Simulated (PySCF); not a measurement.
# Cadmium: a sound run and one with changed settings

Sound run: Cd [Kr] 4d10 5s2, Cd⁺ [Kr] 4d10 5s1. Calculation: PySCF 2.14, in def2-TZVP with the def2 core potential (28 electrons) (6s4p3d1f, 40 functions); a scalar-relativistic core potential. In the sound run the correlated levels freeze 4s2 4p6 outside the core potential. The sound run starts from symmetry-adapted Hartree-Fock orbitals and uses a fine grid where one is needed.

Changed run: a valence shell is frozen. This setting is unsound on purpose.

```tsv
species	method	sound run (hartree)	changed run (hartree)	converged
Cd	MP2	-167.21456	-166.90386	yes
Cd	CCSD(T)	-167.20952	-166.91384	yes
```

Ionisation energy of Cd:

| method | sound run (eV) | changed run (eV) |
| --- | --- | --- |
| UHF | 7.338 | 7.338 |
| MP2 | 8.478 | 7.881 |
| SCS-MP2 | 8.481 | 7.989 |
| CCSD | 8.510 | 8.152 |
| CCSD(T) | 8.589 | 8.152 |
| CCSDT | n/a | 8.152 |
| FCI | n/a | 8.152 |

Freezing a valence shell removes pair correlation that changes on ionisation.

For comparison, NIST gives 8.994 eV between the lowest levels.
